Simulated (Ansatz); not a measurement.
System: borinic acid, sum formula H₃BO (charge 0, singlet). SMILES: BO
Coordinates optimised at B3LYP-D3(BJ)/def2-TZVP (Ansatz, a first-principles code):
```
B
O 1 1.3512
H 2 0.9633 1 114.11
H 1 1.1918 2 116.77 3 180.00
H 1 1.1973 4 122.56 2 180.00
```
Charge 0, spin multiplicity 1.

Quantity: vertical triplet-singlet gap (E(triplet) - E(singlet); each state is the SCF solution reached for its spin), in eV. Correlated levels leave the core frozen unless marked. Open shells are spin-unrestricted. Spin-orbit coupling is left out. No relativistic terms. CBS marks a two-point X^-3 extrapolation of the correlation energy; Hartree-Fock from the larger set.

```
level         program  vertical triplet-singlet gap (eV)
------------  -------  ---------------------------------
HF/def2-SVPD   Ansatz                               6.41
```

Q: Predict the CCSD(T)/CBS(def2-TZVPPD,def2-QZVPPD) result (Ansatz).

A: 6.30 eV, so HF/def2-SVPD differs from it by 0.11 eV.
